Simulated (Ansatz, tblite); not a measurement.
Removing an electron: OsO3⁻ (the lowest doublet isomer of a short search). Total charge -1; doublet. Geometry: PBE-D4/def2-TZVPD. Ansatz, gas phase; energy differences of separate SCF runs; the oxidised species is a singlet (the triplet lies 0.92 eV higher at PBE0-D4/def2-TZVPD).

Cartesian coordinates in Å:
```
Os -0.061 -0.057 0.005
O -1.374 0.183 -1.111
O 1.234 1.152 -0.112
O 0.202 -1.277 1.217
```

In the def2 sets Os takes a core potential; there is no spin–orbit coupling. The xTB rows come from tblite. The structure comes from a short search, and lower isomers may exist.

Q: Estimate orbital energies and vertical ionisation energies at: GFN1-xTB; GFN2-xTB; PBE-D4/def2-TZVPD; r2SCAN-D4/def2-TZVPD; PBE0-D4/def2-TZVPD.

A: 
| level | −HOMO (eV) | vertical IE (eV) | −LUMO (eV) | HOMO–LUMO gap (eV) | remarks |
| --- | --- | --- | --- | --- | --- |
| GFN1-xTB | – | 8.66 | – | – | – |
| GFN2-xTB | – | 8.15 | – | – | – |
| PBE-D4/def2-TZVPD | -0.79 | 2.63 | -1.32 | 0.52 | HOMO above zero (-1 doublet) |
| r2SCAN-D4/def2-TZVPD | -0.42 | 2.84 | -1.34 | 0.92 | HOMO above zero (-1 doublet) |
| PBE0-D4/def2-TZVPD | 0.88 | 3.07 | -2.23 | 3.11 | – |

  A HOMO above zero means that the electron is unbound at that level or that self-interaction error raises the level; the energy of removing that electron tells which. HOMO and LUMO are the levels of the spin that leaves or enters (xTB has no such levels and no spin-polarisation term). Other spin states of the ions may lie lower, which would lower the ionisation energy or raise the affinity. Raw xTB energy differences between charge states are shifted by several eV; the methods need an empirical correction for them.
